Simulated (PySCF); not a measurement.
These compounds are isomers of formula C₇H₉NOSi.

A. `N#C/C=C/C1=CC[SiH2]CO1`
B. SMILES C/C(C=O)=C\C=C/[SiH2]C#N
C. SMILES C1[SiH2][C@@H](C#C)[C@H](C#N)OC1

Spectrum 1. 1H NMR (400 MHz, computed): δ 5.08 (m, 1H), 4.81 (m, 1H), 4.39 (m, 1H), 4.27 (m, 1H), 4.15 (m, 1H), 2.14 (m, 1H), 1.70 (d, 1H), 1.56 (m, 1H), 0.57 (m, 1H). 13C{1H} NMR (computed): δ 121.6 (C), 87.7 (C), 78.7 (CH), 69.1 (CH), 65.7 (CH2), 19.1 (CH), 8.2 (CH2).

Spectrum 2. 1H NMR (400 MHz, computed): δ 9.67 (s, 1H), 7.90 (m, 1H), 6.58 (m, 1H), 6.39 (d, 1H), 4.97 (d, 2H), 2.10 (s, 3H). 13C{1H} NMR (computed): δ 197.0 (CH), 154.6 (CH), 151.5 (CH), 148.9 (C), 137.2 (CH), 123.0 (C), 9.7 (CH3).

Spectrum 3. 1H NMR (400 MHz, computed): δ 6.67 (d, 1H), 5.69 (d, 1H), 5.43 (t, 1H), 4.26 (m, 2H), 4.10 (m, 2H), 1.81 (m, 2H). 13C{1H} NMR (computed): δ 159.7 (C), 156.3 (CH), 123.7 (C), 116.5 (CH), 101.7 (CH), 57.1 (CH2), 7.3 (CH2).

Theoretical values (PySCF 2.14): coordinates at the GFN2-xTB level, NMR shieldings at PBE0/pcSseg-1/GIAO. Equivalent nuclei averaged, relativity neglected, a single conformation, no solvent.

References, each an isolated molecule treated in the same way: 1H (31.72 ppm), 13C (186.93 ppm) vs TMS. Where no couplings were computed, multiplicities follow the n + 1 count of equivalent neighbours, and m marks all less simple cases (inequivalent or close neighbours, rings, F or P nearby). Shifts are as computed. Against solution values, carbons near 30 ppm lie about +3 ppm off and those near 130 ppm about +5 ppm. Of 1211 compounds with measured shifts, 218 miss one by over three times the rms of a fit or turn the order of signals round; such compounds aren't used in these exercises.

Q: Match each spectrum to its structure.

A: 1–C, 2–B, 3–A.

- Spectrum 1 (C): 7 13C signals; δC 121.6 is a nitrile carbon; δC 87.7 is an alkyne carbon.
- Spectrum 2 (B): 7 13C signals; δC 197.0 is an aldehyde carbonyl carbon; δC 154.6 is an alkene CH.
- Spectrum 3 (A): 7 13C signals; δC 159.7 is an alkene carbon bearing oxygen; δC 156.3 is an alkene CH.
